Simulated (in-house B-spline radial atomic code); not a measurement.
**How G0W0 and RPA depend on the start: Yb²⁺**

Configuration [Xe] 4f14. Computed with an all-electron radial atomic-structure program (B-spline basis): all electrons, scalar-relativistic (spin-free one-electron X2C), finite nucleus, each spin shell either full or empty, empty states to l = 9 with an (l + 1/2)⁻⁴ tail; G0W0 by contour deformation at full frequency.

Without the two-electron picture change, the correlation of inner shells comes somewhat too large for so heavy an element.

```
            start  mean-field 4f (eV)  G0W0 (eV)  QP weight  RPA correlation (Eh)
     Hartree-Fock             -28.102    -24.862      0.928               -5.9243
         LDA VWN5             -17.960    -25.382      0.751               -6.4652
             PBE0             -20.398    -25.398      0.859                -6.305
           r2SCAN             -17.371    -24.797      0.771               -6.3796
            HSE06             -19.940    -25.350      0.850               -6.3171
  B3LYP (VWN-RPA)             -19.909          ?          ?                     ?
             SCAN             -17.661    -25.014      0.789               -6.3949
             TPSS             -17.407    -25.309      0.731               -6.4448
        BHandHLYP             -23.163    -25.405      0.892               -6.1686
        CAM-B3LYP             -21.841    -26.051      0.875               -6.2771
          LC-wPBE             -22.709    -26.589      0.888               -6.2819
            wB97X             -22.618          ?          ?                     ?
             BLYP             -17.519    -25.362      0.742               -6.4643
          r2SCAN0             -20.276    -25.054      0.867               -6.2505
LDA exchange-only             -16.326    -25.458      0.703               -6.4713
```

Task: What G0W0 level, weight and RPA correlation energy follow from the B3LYP (VWN-RPA) start?

Result: G0W0 level -25.540 eV, weight 0.844, RPA correlation -6.3372 hartree.

Task: What G0W0 level, weight and RPA correlation energy follow from the wB97X start?

Result: G0W0 level -26.081 eV, weight 0.892, RPA correlation -6.2494 hartree.

Task: How much of the dependence on the start does G0W0 remove?

Result: The mean-field levels span 11.8 eV and the G0W0 levels 1.79 eV. Against 25.053 ± 0.025 eV (NIST, semi-empirical) the G0W0 removal energies are off by -0.26 to +1.54 eV, with spin-orbit coupling, Breit and QED terms left out.
